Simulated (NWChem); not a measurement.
System: CH₄AlClOS; SMILES C[S][Al]([OH])[Cl]

```xyz
9

Al     0.3655     0.3279    -0.0002
Cl    -0.3462     2.3008     0.0016
O      2.0242    -0.0244    -0.0024
H      2.7463     0.6056     0.0006
S     -1.0167    -1.3280    -0.0005
C      0.1504    -2.7439    -0.0009
H      1.1972    -2.4136    -0.0046
H     -0.0426    -3.3525    -0.8943
H     -0.0373    -3.3491     0.8959
```
Atoms are numbered in this order, from 1.

Level: PBE0/def2-SVP (NWChem), optimised geometry, unscaled harmonic frequencies. 

Task: List the harmonic frequencies with IR intensities, and the thermochemistry.

Result: 
```
frequency (cm⁻¹)  IR intensity (km/mol)
----------------  ---------------------
57                                  1.6
89                                  0.2
112                                 2.1
179                                15.3
221                                20.5
223                                 7.0
313                               148.8
435                                 6.6
537                                99.6
628                               285.4
718                                13.3
898                                97.1
969                                 5.9
990                                 7.6
1339                                7.2
1457                                6.4
1457                                6.9
3077                               19.8
3193                                1.4
3201                                0.6
3989                              136.7
```

| Item | Value |
|---|---|
| zero-point energy | 34.4 kcal/mol |
| thermal correction to the enthalpy at 298.15 K (with zero-point energy) | 40.1 kcal/mol |
| heat capacity Cv | 24.9 cal/(mol K) |
| entropy at 298.15 K and 1 atm (symmetry number 1) | 90.2 cal/(mol K) |
| dipole moment | 2.40 D |

Rigid rotor and harmonic oscillator; modes under 100 cm⁻¹ make the entropy uncertain.
